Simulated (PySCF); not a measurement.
## Working out the ionisation energy of Mo²⁺

Mo²⁺ [Kr] 4d4 (5D) → Mo³⁺ [Kr] 4d3 (4F). Calculation: PySCF 2.14, in cc-pVTZ-PP with ECP28MDF; a scalar-relativistic core potential. Frozen: 4s2 4p6. Energies in hartree (1 hartree = 27.21139 eV):

```
             part  Mo²⁺ (lower)  Mo³⁺ (upper)
              UHF    -66.561337    -65.603486
MP2 opposite-spin      0.000000      0.000000
    MP2 same-spin     -0.034718     -0.015147
```

**Question.** What does Hartree-Fock give?

**Answer.** (-65.603486) − (-66.561337) = 0.957851 hartree = 26.064 eV.

**Question.** What do MP2 and SCS-MP2 (6/5 opposite-spin, 1/3 same-spin) give?

**Answer.** The opposite-spin parts differ by 0.000 eV and the same-spin parts by 0.533 eV. MP2: 26.064 + (0.000) + (0.533) = 26.597 eV. SCS-MP2: 26.064 + 1.2 × (0.000) + (0.533)/3 = 26.242 eV.

Reference: 27.13 ± 0.12 eV (semi-empirical (NIST evaluation); NIST Atomic Spectra Database, ionization energies), between the lowest levels; spin-orbit coupling is absent from the calculation.

What remains against the reference includes basis incompleteness, the frozen core and correlation beyond second order.
